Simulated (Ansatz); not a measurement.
Correlation energies of P4S3, SMILES `s1p2sp3p1p3s2` by basis set

```xyz
7

S    -0.230    1.481   -1.304
P     1.486    0.789   -0.313
S     0.768    0.775    1.659
P    -1.023   -0.287    1.482
P    -1.717    0.204   -0.580
P    -0.625   -1.702   -0.195
S     1.340   -1.259   -0.751
```

Total charge 0; spin multiplicity 1. Geometry: relaxed with PBE0-D4/def2-TZVP. Frozen core, restricted reference, Ansatz 0.2.0. CBS rows extrapolate triple and quadruple zeta; past MP2 they add the triple-zeta difference.

```tsv
basis	HF (Eh)	MP2 corr.	CCSD corr.	(T)	CCSD(T) total
def2-SVP	?	?	-0.88753	-0.04681	?
def2-TZVPP	-2555.73299	-1.11128	-1.15054	-0.08177	-2556.96530
def2-QZVPP	-2555.80500	-1.21158	–	–	–
CBS(def2)	-2555.81492	-1.28587	-1.32513	as TZ	-2557.22182
cc-pV(D+d)Z	-2555.67857	-0.86212	-0.91085	-0.04994	-2556.63936
cc-pV(T+d)Z	-2555.78116	-1.11142	-1.15086	-0.08187	-2557.01389
cc-pV(Q+d)Z	-2555.80296	?	–	–	–
CBS(cc)	-2555.80953	-1.27525	?	as TZ	?
```

(1) Fill in the withheld values. (An estimate is asked.)

Answers

(1) Ansatz gave: def2-SVP HF (Eh): -2554.82027; def2-SVP MP2 corr.: -0.83783; def2-SVP CCSD(T) total: -2555.75461; cc-pV(Q+d)Z MP2 corr.: -1.20712; CBS(cc) CCSD corr.: -1.31469; CBS(cc) CCSD(T) total: -2557.20609.
